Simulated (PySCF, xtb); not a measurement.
CH7GeNO, SMILES C[NH][GeH2][OH]. One conformer was computed; it need not be the lowest.

Harmonic wavenumbers (cm⁻¹) from GFN2-xTB in xtb at its own minimum, in rising order: 76, 99, 195, 210, 282, 415, 488, 551, 590, 647, 697, 762, 812, 1046, 1104, 1119, 1327, 1421, 1485, 1500, 1953, 2068, 2894, 2957, 3003, 3428, 3646.

Task: What does PBE-D3(BJ)/def2-SVP run with PySCF give at its own minimum? (Estimate from the structure and the level; the computed values follow.)

Result: 87, 133, 205, 220, 290, 445, 514, 644, 656, 711, 783, 803, 898, 1054, 1097, 1120, 1334, 1394, 1415, 1442, 2068, 2129, 2904, 2981, 3033, 3497, 3727. Paired by order, the mean absolute difference is 42 cm⁻¹ and the zero-point energies are 49.7 and 50.9 kcal/mol.
